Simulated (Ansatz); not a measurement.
Basis-set series for `FC1=CC(F)(F)C1F`. The species carries charge 0 and has multiplicity 1. The structure was optimised at the PBE0-D4/def2-TZVP level.

| atom | x (Å) | y (Å) | z (Å) |
| --- | --- | --- | --- |
| F1 | -0.240 | -0.883 | 2.230 |
| C2 | -0.161 | -0.312 | 1.058 |
| C3 | -0.557 | 0.869 | 0.587 |
| C4 | -0.009 | 0.537 | -0.765 |
| F5 | -0.905 | 0.524 | -1.778 |
| F6 | 1.039 | 1.269 | -1.182 |
| C7 | 0.383 | -0.869 | -0.219 |
| F8 | 1.714 | -1.157 | -0.235 |
| H9 | -1.097 | 1.720 | 0.975 |
| H10 | -0.168 | -1.697 | -0.671 |

```json
{"functional": "PBE0-D4", "basis": "def2-SVP", "functions": "122", "energy (Eh)": "-551.96544", "HOMO (eV)": "-8.74", "LUMO (eV)": "-0.69"}
{"functional": "PBE0-D4", "basis": "def2-TZVPP", "functions": "276", "energy (Eh)": "-552.62193", "HOMO (eV)": "-8.82", "LUMO (eV)": "-0.82"}
{"functional": "ωB97M-V", "basis": "def2-SVP", "functions": "122", "energy (Eh)": "-552.35855", "HOMO (eV)": "-10.95", "LUMO (eV)": "1.59"}
{"functional": "ωB97M-V", "basis": "def2-TZVPP", "functions": "276", "energy (Eh)": "-553.03035", "HOMO (eV)": "-11.06", "LUMO (eV)": "1.37"}
```

(1) Give the rows for def2-QZVPP. (Best estimate.)

Answers

(1) Ansatz gave: 
```tsv
functional	basis	functions	energy (Eh)	HOMO (eV)	LUMO (eV)
PBE0-D4	def2-QZVPP	516	-552.65004	-8.86	-0.90
ωB97M-V	def2-QZVPP	516	-553.05672	-11.10	1.22
```

Positive LUMOs are unbound and depend on the basis.
